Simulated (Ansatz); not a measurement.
**One elementary step**

Start structure (BH₂Cl₃O₂, closed shell), relaxed at PBE0-D4/def2-TZVP:

| atom | x (Å) | y (Å) | z (Å) |
| --- | --- | --- | --- |
| B1 | -0.2133 | -0.4421 | -0.7142 |
| Cl2 | 0.9126 | -0.2288 | -2.1075 |
| Cl3 | -0.7326 | -2.1017 | -0.3380 |
| Cl4 | -1.5560 | 0.8037 | -0.6418 |
| H5 | 1.3106 | 0.7800 | 0.2057 |
| O6 | 0.7969 | 0.0109 | 0.5141 |
| O7 | 0.1693 | 0.4204 | 1.7156 |
| H8 | -0.6875 | 0.7576 | 1.3662 |

The step: BCl₃ ([Cl][B]([Cl])[Cl]) + H₂O₂ ([OH][OH]) → BHCl₂O₂ ([OH][O][B]([Cl])[Cl]) + HCl; bonds formed: Cl2–H5; dative contacts that become bonds: B1–O6; bonds broken: B1–Cl2, H5–O6. Ansatz 0.2.0; basis: def2-TZVPP and def2-QZVPP; cores frozen in the correlated methods. Extrapolation: Hartree–Fock as exp(−7.88 √X), correlation as X^−2.97. Energies below are by CCSD(T) at an estimated basis limit (MP2 extrapolated from triple and quadruple zeta, plus CCSD(T) − MP2 in triple zeta).

(1) What are the electronic barrier and the energy of the step, from the start structure to the end structure? (An estimate is asked for; the value comes from the calculation.)

The T1 diagnostic stays at or below 0.013.

Results:

(1) By the calculation: Barrier 98.9 kJ/mol; step energy -13.9 kJ/mol (downhill); reverse barrier, their difference, 112.8 kJ/mol. Barrier and step energy count from the start structure, the reverse barrier from the end structure.

The saddle point: One imaginary mode of 1042i cm⁻¹.
| pair | start (Å) | saddle (Å) | end (Å) |
| --- | --- | --- | --- |
| B1–O6 | 1.65 | 1.49 | 1.35 |
| Cl2–H5 | 2.55 | 1.50 | 1.29 |
| B1–Cl2 | 1.80 | 2.20 | 3.93 |
| H5–O6 | 0.97 | 1.29 | 2.57 |

Zero-point energy (harmonic, PBE0-D4): ZPE is 100.0 kJ/mol at the start and 82.9 kJ/mol at the saddle, so the barrier goes from 98.9 to 81.8 kJ/mol.

First-order rate constant out of the start structure at 298 K by transition-state theory, with harmonic vibrational free energies alone and no tunnelling: ΔA‡ = 80.5 kJ/mol, so k = (kB T/h) exp(−ΔA‡/kB T) ≈ 10^-1 s⁻¹ (an order of magnitude at best: rotation, the number of equivalent paths and anharmonicity are left out).

Labels in which every atom is bracketed show which atoms are joined, not bond orders.

For scale, one of the runs: CCSD(T)/def2-TZVPP, 247 basis functions, launched by `ansatz run in.yaml --threads 8 --pin off --events-out ev --progress --plain --max-ram 19148MiB`. The run took 120 s on 8 CPU threads of an Arm Neoverse V1 (shared host), with 5.1 GiB of host memory at its peak.
